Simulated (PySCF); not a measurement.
Input of a run (PBE0-D3(BJ)/def2-SVP geometry optimisation, gas phase (PySCF 2.14.0)), started from GFN2-xTB:
```
{"job": {"xc": "PBE0", "basis": "def2-SVP", "d3": "d3bj", "grid": 1, "kind": "geom"}, "charge": 0, "multiplicity": 1}
C      2.804186     1.026987    -0.162995
S      2.224818    -0.694721    -0.234980
Si     0.276266    -0.495596     0.637698
P     -0.990046    -2.318494     0.334231
S     -0.651484     1.286806    -0.146088
Si    -2.753289     0.814953    -0.119719
H      2.057981     1.672445    -0.613723
H      3.730792     1.064055    -0.725050
H      2.978526     1.306579     0.870462
H      0.423395    -0.271139     2.076383
H     -0.739147    -2.426831    -1.021975
H      0.027493    -3.195627     0.646861
H     -3.340760     2.109109    -0.416956
H     -2.991683    -0.186351    -1.150384
H     -3.061460     0.315815     1.212907
```

Output (energies in Eh, forces in Eh/bohr):
```
step   0  E = -1759.05918504  max force = 0.023194
step   1  E = -1759.06592307  max force = 0.003974
step   2  E = -1759.06645853  max force = 0.000968
step   3  E = -1759.06667497  max force = 0.001527
step   4  E = -1759.06694746  max force = 0.002451
step   5  E = -1759.06720848  max force = 0.001922
step   6  E = -1759.06760397  max force = 0.002275
step   7  E = -1759.06770163  max force = 0.000788
step   8  E = -1759.06774801  max force = 0.000564
step   9  E = -1759.06780139  max force = 0.000395
step  10  E = -1759.06781577  max force = 0.000431
optimisation converged
```

Summarise the run.

The energy falls by 22.7 kJ/mol over 11 energy and gradient evaluations, the largest force component goes from 0.0232 to 4.3e-04 Eh/bohr, and the atoms move by 0.480 Å rms after alignment. The bond that changes most is P4–H12 (three-coordinate phosphorus to P–H hydrogen), which lengthens by 0.050 Å. Bonds longer at the end by more than 0.005 Å: 11 of 14; shorter: 1. Among the angles that change most is S5–Si6–H13, from 101.4° to 106.3°. Among the dihedrals that turn most is P4–Si3–S5–Si6, from 25° to 63°. The energy never rose by more than 1e-6 Eh on the way. The first step brought 78 % of the lowering.

What are the final bond lengths?

C1–S2 1.824 Å, S2–Si3 2.128 Å, Si3–P4 2.253 Å, Si3–S5 2.157 Å, S5–Si6 2.153 Å, C1–H7 1.098 Å, C1–H8 1.098 Å, C1–H9 1.099 Å, Si3–H10 1.496 Å, P4–H11 1.428 Å, P4–H12 1.429 Å, Si6–H13 1.490 Å, Si6–H14 1.491 Å, Si6–H15 1.494 Å. Numbering counts from 1 in the input's order; the species is `CS[Si@H](P)S[SiH3]`.

The run used 149 basis functions and 74 SCF cycles in all.

Whether it is a minimum is left open (no frequencies). One conformer, not necessarily the lowest.
